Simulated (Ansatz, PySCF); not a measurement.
Reaction (SMILES): [CH3][GeH3] -> [GeH3] (GeH3) + [CH3] (CH3) (the C-Ge bond at the site shown breaks; other sites are not compared here)
Geometries: B3LYP-D3(BJ)/def2-TZVP minima from Ansatz (a first-principles code). Frequencies are from Ansatz or PySCF.

Quantity: bond dissociation energy (enthalpy at 298 K, with B3LYP-D3(BJ) rigid-rotor harmonic-oscillator terms), in kcal/mol. Cores are frozen in the correlated levels unless marked. UHF or UKS for open shells. Spin-orbit coupling is left out. The frozen core is the preceding noble-gas configuration, with the filled d and f shells of earlier blocks. Non-relativistic. CBS marks a two-point X^-3 extrapolation of the correlation energy; Hartree-Fock from the larger set.

CCSD(T)/CBS(aug-cc-pVTZ,aug-cc-pVQZ) (Ansatz) gives 78.5 kcal/mol.

Question: Another calculation gave 79.0 kcal/mol. Which level was it?
(A) LC-wPBE/def2-TZVPD (Ansatz)
(B) revPBE/def2-TZVPD (Ansatz)
(C) wB97M-V/def2-TZVPD (Ansatz)
(D) wB97X/def2-TZVPD (Ansatz)

Answer: C, wB97M-V/def2-TZVPD (Ansatz). The others give 71.7 (revPBE), 76.5 (LC-wPBE), 81.5 (wB97X) kcal/mol.
